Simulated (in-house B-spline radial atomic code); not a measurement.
A fraction x of an electron is removed from 3p in the nickel ion Ni⁴⁺, starting from [Ar] 3d6 and keeping the highest spin. Level of theory: non-relativistic r2SCAN, spin-polarised, spherical fractional occupations, point nucleus; calculated with a B-spline radial code for spherical atoms.

```
   x  E(x) - E(0) (eV)  3p down level (eV)
   0            0.0000            -130.438
0.04            5.2356            -131.341
 0.2           26.5405            -134.975
0.33                 ?                   ?
 0.5                 ?                   ?
0.59           80.9267            -143.956
0.74          102.7820            -147.451
0.83          116.1474            -149.559
 0.9          126.6740            -151.203
   1          141.9120            -153.559
```

(1) What belongs in the row x = 0.33?

(2) What belongs in the row x = 0.5?

(3) Check Janak's theorem between x = 0.04 and 0.2.

Answers

(1) An energy change of 44.2804 eV; 3p down at -137.950 eV.

(2) An energy change of 68.0647 eV; 3p down at -141.869 eV.

(3) The slope of the energy is 133.16 eV; the orbital levels give 133.16 eV (-ε of the emptying orbital, averaged over the two points).
